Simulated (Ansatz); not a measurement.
Stepwise reaction of `C[O][SnH]([F])[O]C` with hydrogen chloride, as a gas-phase model of exchange steps in deposition or etching. ΔE in kJ/mol.

Program: Ansatz. Geometries: PBE0-D4/def2-TZVP. ΔE: electronic, gas phase. CBS: MP2 limit from def2 TZ/QZ plus the TZ coupled-cluster correction, frozen cores. This one scheme is used for every species. DFT in def2-TZVPP. B3LYP here is the variant with VWN-RPA as its local correlation; programs differ in this. def2 core potentials past Kr. For Sn outer-core shells are correlated without core-valence functions, which leaves a few kJ/mol of doubt a bond. One conformer a species, not always the lowest.

```tsv
step	reaction	PBE-D4	B3LYP-D4	ωB97M-V	CCSD(T)/CBS
1	`C[O][SnH]([F])[O]C` + HCl → `C[O][SnH]([F])[Cl]` + CH₃OH	-70.3	-69.3	-70.7	-65.7
```

Problem. Give the row of step 2, `C[O][SnH]([F])[Cl]` + HCl → `[F][SnH]([Cl])[Cl]` + CH₃OH. (Estimate.)

Solution. Computed: 
```
step                                                   reaction  PBE-D4  B3LYP-D4  ωB97M-V  CCSD(T)/CBS
   2  `C[O][SnH]([F])[Cl]` + HCl → `[F][SnH]([Cl])[Cl]` + CH₃OH   -58.4     -58.1    -59.8        -54.7
```

Problem. By hand: ΔE of the 2 steps together at CCSD(T)/CBS.

Solution. (-65.7) + (-54.7) = -120.4 kJ/mol, or -60.2 kJ/mol a step.

In ΔE each step is higher than the one before. All are downhill at CCSD(T)/CBS. PBE-D4 differs from CCSD(T)/CBS by -4.6 to -3.7 kJ/mol a step. Isolated molecules leave out the surface, adducts and barriers. Largest T1 diagnostic: 0.014.
